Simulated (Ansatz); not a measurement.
```yaml
crystal:
  periodic: [false, false, false]
  atoms:
    - {symbol: B, position_ang: [-1.838114, 1.827310, 1.157443]}
    - {symbol: Si, position_ang: [0.319619, -0.954695, 0.310576]}
    - {symbol: C, position_ang: [3.111825, -1.545988, 2.432579]}
    - {symbol: Al, position_ang: [-1.704203, -2.391053, -3.349620]}
    - {symbol: Ga, position_ang: [-1.706980, 2.207456, -3.126653]}
    - {symbol: H, position_ang: [-3.527288, 2.836109, -0.124388]}
    - {symbol: H, position_ang: [-1.775721, 2.884207, 3.155343]}
    - {symbol: H, position_ang: [2.882138, -3.364778, 3.384766]}
    - {symbol: H, position_ang: [4.862627, -1.621938, 1.345299]}
    - {symbol: H, position_ang: [3.269255, -0.064763, 3.857964]}
    - {symbol: H, position_ang: [-2.234554, -4.833750, -4.990146]}
    - {symbol: H, position_ang: [-1.658566, 5.021885, -4.053162]}
basis:
  gaussian: {orbitals: pcseg-2}
hamiltonian: {xc: {name: BLYP}, dispersion: d3bjatm, pseudopotentials: {relativity: none}}
output: {forces: true}
```

```sh
$ ansatz run in.yaml --threads 4 --pin off --events-out ev --progress --plain --max-ram 10444MiB
```

It prints (some lines left out):

```
Functional definition: BLYP
1598 factors; their error is unknown
mean field evaluation 1: about -68629.8225 eV, gradient 6.1e1 eV
mean field evaluation 2: about -68309.8649 eV, gradient 1.8e2 eV
mean field evaluation 4: about -68344.9779 eV, gradient 1.5e2 eV
mean field evaluation 8: about -68650.8463 eV, gradient 2.0e1 eV
mean field evaluation 16: about -68653.9905 eV, gradient 3.6e-4 eV
mean field -68653.99049213 eV, -2522.9876152396 hartree, gradient 1.5e-5 eV, S^2 0.000000; 8 other end points of the search recorded, 0 dependent functions left out
reference -68653.99123124 eV, -2522.9876424015 hartree; 38, 38 occupied and 231, 231 virtual orbitals, 1598 factors
Total energy: -68654.62812297 eV, -2523.0110477408 hartree
Atom 0 at    -1.838114     1.827310     1.157443 Å, force    -0.586264     1.028293     0.732484 eV/Å
Atom 1 at     0.319619    -0.954695     0.310576 Å, force     0.087444     0.465629     0.416878 eV/Å
Atom 2 at     3.111825    -1.545988     2.432579 Å, force     1.055913    -0.226568     0.899681 eV/Å
Atom 3 at    -1.704203    -2.391053    -3.349620 Å, force    -0.111717    -0.921230    -0.456798 eV/Å
Atom 4 at    -1.706980     2.207456    -3.126653 Å, force    -0.077329     1.017304     0.048469 eV/Å
Atom 5 at    -3.527288     2.836109    -0.124388 Å, force     1.362991    -0.799660     0.664065 eV/Å
Atom 6 at    -1.775721     2.884207     3.155343 Å, force    -0.086829    -0.967380    -1.866214 eV/Å
Atom 7 at     2.882138    -3.364778     3.384766 Å, force     0.396702     2.320054    -1.147424 eV/Å
Atom 8 at     4.862627    -1.621938     1.345299 Å, force    -2.163647     0.080318     1.471561 eV/Å
Atom 9 at     3.269255    -0.064763     3.857964 Å, force    -0.078332    -1.978528    -1.779822 eV/Å
Atom 10 at    -2.234554    -4.833750    -4.990146 Å, force     0.219001     1.058082     0.690040 eV/Å
Atom 11 at    -1.658566     5.021885    -4.053162 Å, force    -0.017932    -1.076312     0.327080 eV/Å
Dipole moment:    -0.534053    -0.439110    -1.148146 e Å
```

In this input the coordinates are in bohr but typed as ångström. Self-consistency was reached. The result belongs to that input, not to the molecule as meant.
